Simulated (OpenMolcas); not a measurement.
Ho IV: from CASSCF to CASPT2

```json
{
 "Program": "OpenMolcas 26.06",
 "Basis": "ANO-R3 [9s8p5d5f3g2h]",
 "Scalar Hamiltonian": "X2C, finite nucleus",
 "Active space": "10 electrons in 7 orbitals (4f)",
 "State averaging": "2S+1 = 5 even, 35 roots; 2S+1 = 3 even, 210 roots (159 in the spin-orbit step); 2S+1 = 1 even, 196 roots (105 in the spin-orbit step)",
 "Spin-orbit coupling": "RASSI with atomic mean-field integrals over the reference wave functions, term energies averaged over their components"
}
```

Methods on the same reference wave functions:
A. CASSCF
B. SS-CASPT2, IPEA 0.25 Eh, imaginary shift 0.1 Eh (closed shells correlated: 5s 5p)
C. MS-CASPT2, IPEA 0.25 Eh, imaginary shift 0.1 Eh (closed shells correlated: 5s 5p)

Energies in cm-1 above 4f10 5I8.

```json
{"Level": "4f10 5I8", "A": "0.0", "B": "0.0", "C": "0.0"}
{"Level": "4f10 5I7", "A": "5135", "B": "5200", "C": "5200"}
{"Level": "4f10 5I6", "A": "8844", "B": "8820", "C": "8820"}
{"Level": "4f10 5I5", "A": "11608", "B": "11440", "C": "11440"}
{"Level": "4f10 5I4", "A": "13775", "B": "13550", "C": "13550"}
{"Level": "4f10 5F5", "A": "20401", "B": "16440", "C": "16440"}
{"Level": "4f10 5S2 [69 %]", "A": "23348", "B": "19130", "C": "19110"}
{"Level": "4f10 5F4", "A": "23758", "B": "19690", "C": "19700"}
{"Level": "4f10 3K8(1)", "A": "23951", "B": "22050", "C": "22050"}
{"Level": "4f10 5F3", "A": "25777", "B": "21730", "C": "21730"}
{"Level": "4f10 5F1", "A": "27496", "B": "23380", "C": "23380"}
{"Level": "4f10 3K7(1)", "A": "28948", "B": "26960", "C": "26960"}
{"Level": "4f10 3L9", "A": "33348", "B": "31010", "C": "31010"}
{"Level": "4f10 5G5 [61 %]", "A": "34336", "B": "29470", "C": "29470"}
{"Level": "4f10 5G3 [67 %]", "A": "36734", "B": "31270", "C": "31270"}
{"Level": "4f10 5G2 [59 %]", "A": "38469", "B": "33070", "C": "33070"}
{"Level": "4f10 3L8 [69 %]", "A": "38702", "B": "36390", "C": "36390"}
{"Level": "4f10 3P1 [60 %]", "A": "39214", "B": "34330", "C": "34330"}
{"Level": "4f10 3D3 [71 %]", "A": "39430", "B": "34560", "C": "34560"}
{"Level": "4f10 3M10", "A": "40220", "B": "37430", "C": "37430"}
{"Level": "4f10 1L8 [63 %]", "A": "41286", "B": "38730", "C": "38730"}
{"Level": "4f10 3L7 [63 %]", "A": "42584", "B": "40070", "C": "40070"}
{"Level": "4f10 3P0", "A": "42610", "B": "37500", "C": "37500"}
{"Level": "4f10 3I7 [74 %]", "A": "45161", "B": "40570", "C": "40570"}
```

Between B and C the level of the table that moves most is 4f10 5S2 [69 %], by 22 cm-1 (lowest in C, highest in B). Moves below CASPT2's spread within the term are not significant.

From A to B the spin-free energies of the other terms of 4f10 shown, above 5I, scale by factors of 0.77 to 0.92, as is usual when dynamic correlation screens the repulsion within a d or f shell.

The lowest spin-free term lies below A's lowest term by 0.899 hartree in B, 0.899 hartree in C.

CASPT2 does not keep the components of a term degenerate, so their means are used; among the terms shown or strongly mixed into the levels shown the widest spread is 830 cm-1 (4f10 5I, C). High states are left out of the spin-orbit mixing, which shifts the levels that they would mix with. Without dynamic correlation excited terms often stand tens of per cent too high (terms of higher spin than the ground term too low), and those without a measured partner can miss by more than the paired ones (holds for A). The CASPT2 spread within a term exceeds the gap to the next term for 4f10 5S and 4f10 5F, 4f10 3D and 4f10 3L, so the order of their levels is uncertain, and so are names and mixing where such terms share a J (holds for B; C). Blocks of more than 70 roots (2S+1 = 3 even, 1 even) ran without multistate coupling (holds for C). Levels of configurations outside the active space are missing. The table leaves out levels that lie high or whose names do not pair safely across all columns.

A share in square brackets marks a mixed level and gives the weight of the term that names it, the lowest over the columns. A number in round brackets counts repeated terms of one configuration in the order of the reference energies.
